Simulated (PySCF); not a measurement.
Choosing a molecule for a target property.

Each SMILES stands for a single optimised conformer of the isolated species, non-relativistic unless stated; the electronic structure was computed with PySCF and density fitting.

Dipoles, sizes and rotational constants follow the conformer. The torsions of the flexible species, by atom-mapped SMILES:
- `[CH3:1][C:2]#[C:3][Si@H:4]([SiH2:5][Cl:6])[CH:7]([Cl:8])[Cl:9]`: C3–Si4–Si5–Cl6 -179°, C3–Si4–C7–Cl8 66°
- `[F:1][C@@H:2]1[CH:3]=[CH:4][O:5][C@@H:6]1[O:7][C:8]([F:9])([F:10])[F:11]`: O5–C6–O7–C8 73°, C6–O7–C8–F9 174°
- `[O:1]=[C:2]1[C@@H:3]([CH2:4][F:5])[O:6][C@@H:7]1[C:8]([F:9])([F:10])[F:11]`: C2–C3–C4–F5 39°, O6–C7–C8–F9 -172°
- `[CH3:1][S:2][SiH2:3][SiH2:4][CH2:5][C@H:6]([F:7])[SiH3:8]`: C1–S2–Si3–Si4 61°, S2–Si3–Si4–C5 151°, Si3–Si4–C5–C6 61°, Si4–C5–C6–F7 -54°
- `[NH2:1][SiH2:2][NH:3][CH2:4][C:5]([F:6])([F:7])[F:8]`: N1–Si2–N3–C4 -174°, Si2–N3–C4–C5 -76°, N3–C4–C5–F6 69°, H–N1–Si2–N3 -176°, H–N1–Si2–N3 48°
- `[CH3:1][O:2][CH2:3][Si:4]1([CH2:5][Cl:6])[CH2:7][O:8][CH2:9]1`: C1–O2–C3–Si4 -179°, O2–C3–Si4–C5 49°, C3–Si4–C5–Cl6 64°

Problem. Wanted: HOMO–LUMO gap between 6.7 eV and 7.2 eV (PBE0/pcSseg-1) and HOMO energy below -7.7 eV (PBE0/pcSseg-1), at GFN2-xTB geometries. Which candidate meets both?
A. `FC(F)(F)CN[SiH2]N`
B. `CC#C[Si@H]([SiH2]Cl)C(Cl)Cl`
C. `F[C@@H]1C=CO[C@@H]1OC(F)(F)F`
D. `S([SiH2][SiH2]C[C@H](F)[SiH3])C`
E. `COC[Si]1(CCl)COC1`
F. `O=C1[C@@H](CF)O[C@@H]1C(F)(F)F`

Solution. B. Computed values:
```csv
species,HOMO–LUMO gap,HOMO energy
S([SiH2][SiH2]C[C@H](F)[SiH3])C,6.14 eV,-6.49 eV
O=C1[C@@H](CF)O[C@@H]1C(F)(F)F,6.66 eV,-8.41 eV
CC#C[Si@H]([SiH2]Cl)C(Cl)Cl,6.78 eV,-7.78 eV
F[C@@H]1C=CO[C@@H]1OC(F)(F)F,7.11 eV,-7.55 eV
COC[Si]1(CCl)COC1,7.25 eV,-7.10 eV
FC(F)(F)CN[SiH2]N,8.22 eV,-7.38 eV
```
